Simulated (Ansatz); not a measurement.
Input file for Ansatz (a program for electronic structure): R-CAM-B3LYP/def2-TZVPPD on HCl (SMILES Cl) with ghost functions. Files ending in .json are basis or fitting sets from the Basis Set Exchange.

Ansatz 0.2 input:
```yaml
crystal:
  periodic: [false, false, false]
  atoms:
    - {symbol: Cl, position_ang: [-0.06853986, -0.33803311, -0.32481316]}
    - {symbol: H, position_ang: [-0.67544480, -1.32229006, 0.22906320]}
basis:
  gaussian:
    orbitals: def2-TZVPPD.json
    ghost_atoms:
      - {symbol: Si, position_ang: [0.01950244, 0.15673216, 3.41009185]}
      - {symbol: H, position_ang: [0.83539868, 1.26625768, 2.87322551]}
      - {symbol: H, position_ang: [-1.36150382, 0.24779467, 2.88510926]}
      - {symbol: H, position_ang: [-0.01570407, 0.23435053, 4.88886131]}
      - {symbol: H, position_ang: [0.60912343, -1.14017927, 3.00673660]}
hamiltonian:
  xc: {name: CAM-B3LYP}
scf: {lower_state_search: off}
```

The log:

```
Functional definition: CAM-B3LYP
[...]
these checks for a lower state are left out or cut short: stability, starts, cluster_reference, orbital_swaps, neighbouring_geometries, increment
integrals: 0.11 GiB planned
903 factors; their error is unknown
integrals: 0.14 GiB planned
274 factors; integrals over basis functions are off by at most 3.9e-5 eV
mean field: 0.80 GiB planned
mean field evaluation 1: about -12539.6274 eV, gradient 1.0e1 eV
mean field evaluation 2: about -12539.7768 eV, gradient 8.4e0 eV
mean field evaluation 4: about -12539.9005 eV, gradient 1.5e-1 eV
mean field evaluation 8: about -12539.9249 eV, gradient 1.8e-2 eV
mean field evaluation 16: about -12539.9249 eV, gradient 3.3e-7 eV
mean field -12539.92492425 eV, -460.8337410998 hartree, gradient 3.3e-7 eV, S^2 0.000000; 0 other end points of the search recorded, 0 dependent functions left out
reference -12539.92502842 eV, -460.8337449280 hartree; 9, 9 occupied and 175, 175 virtual orbitals, 903 factors
Total energy: -12539.92502842 eV, -460.8337449280 hartree
Checks for a lower state left out: stability, starts, cluster_reference, orbital_swaps, neighbouring_geometries, increment
```

The calculation finished and met its thresholds.

Cost: roughly 1.5 core-seconds.
